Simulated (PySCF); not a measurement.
**Electron correlation in Pr³⁺ (praseodymium, charge +3)**

[Xe] 4f2, one real determinant. Computed with PySCF 2.14 in ANO-RCC-VTZP, with scalar relativity by spin-free X2C-1e. Frozen: [Kr] 4d10; 10 electrons correlated.

```csv
level,correlation energy (mhartree)
CCSD,-258.66
(T),-7.99
CCSD(T),-266.65
```

Diagnostics: T1 = 0.0060, D1 = 0.0181, largest double amplitude 0.071.

Is a single reference adequate?

Mostly. T1 lies below 0.03, but a double amplitude of this size points to a near-degeneracy that CCSD handles and MP2 describes poorly.

The reference is one real determinant that mixes LS terms of this configuration.
